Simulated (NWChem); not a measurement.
System: SnNH₂Br, singlet; SMILES [NH2][Sn][Br]

```xyz
5

Sn     0.3264     0.9069     0.0000
Br    -0.0079    -1.6345     0.0000
N     -1.6582     1.2949     0.0000
H     -2.3730     0.5720     0.0000
H     -2.0631     2.2266     0.0000
```
Atoms are numbered in this order, from 1.

Results from NWChem. Low-valent species are run as closed-shell singlets; no triplet was tried in these runs. Coordinates come from a PBE0/def2-SVP optimisation. def2 effective core potentials on Sn; no spin-orbit coupling. Vertical excitations in the gas phase.

**Question.** What does the run give for PBE/def2-SVP, full TDDFT? Quantities: lowest excitation, singlet (eV); oscillator strength of that lowest state; lowest state with f > 0.02, singlet (eV); oscillator strength of that bright state; orbital gap (eV).

**Answer.** 
```
Property                                  Value
----------------------------------------  -----
lowest excitation, singlet (eV)            3.65
oscillator strength of that lowest state  0.007
lowest state with f > 0.02, singlet (eV)   4.09
oscillator strength of that bright state  0.026
orbital gap (eV)                           3.39
```
